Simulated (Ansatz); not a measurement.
Gas-phase electronic energies from Ansatz, PBE0-D4/def2-TZVP geometries. CCSD(T)/CBS is the MP2 limit (def2-TZVPP, def2-QZVPP) plus CCSD(T) − MP2 in def2-TZVPP, frozen cores. DFT in def2-TZVPP. Elements past krypton have def2 core potentials. For Zr outer-core shells are correlated without core-valence functions, which leaves a few kJ/mol of doubt a bond. Each species was taken in one conformer, which may not be the lowest.

`C[NH][Zr]([OH])([OH])[OH]` + `C#CC(=C)O` → `C#[C][Zr]([OH])([OH])[OH]` + `C=C(O)NC`  (formal exchange of groups at a Zr–N bond)

Question: Is it downhill or uphill in electronic energy at CCSD(T)/CBS, and by how much? (Estimate.)

Answer: Computed: Uphill: ΔE = +0.23 eV.

Question: What do these levels give: BLYP-D4, r2SCAN-D4, PBE0-D4, BLYP, r2SCANh, CAM-B3LYP, RPA@PBE/def2-TZVPP, HF/def2-TZVPP, HF/def2-QZVPP, MP2/def2-QZVPP, SCS-MP2/def2-QZVPP, CCSD/CBS(def2)? (Best estimate.)

Answer: Ansatz gave: BLYP-D4 0.34, r2SCAN-D4 0.22, PBE0-D4 0.21, BLYP 0.33, r2SCANh 0.20, CAM-B3LYP 0.19, RPA@PBE/def2-TZVPP 0.16, HF/def2-TZVPP 0.02, HF/def2-QZVPP 0.03, MP2/def2-QZVPP 0.24, SCS-MP2/def2-QZVPP 0.24, CCSD/CBS(def2) 0.21 eV.

Largest T1 diagnostic among the species: 0.017.

At CCSD(T), def2-SVP lies −0.06 eV from the extrapolated value and def2-TZVPP −0.04 eV. From r2SCAN to r2SCAN0 (25 % exact exchange), in def2-TZVPP and without D4, ΔE moves by −0.06 eV. In def2-TZVPP, CCSD(T) changes the Hartree–Fock value by +0.17 eV (the triples alone add +0.02 eV) and MP2 by +0.19 eV.
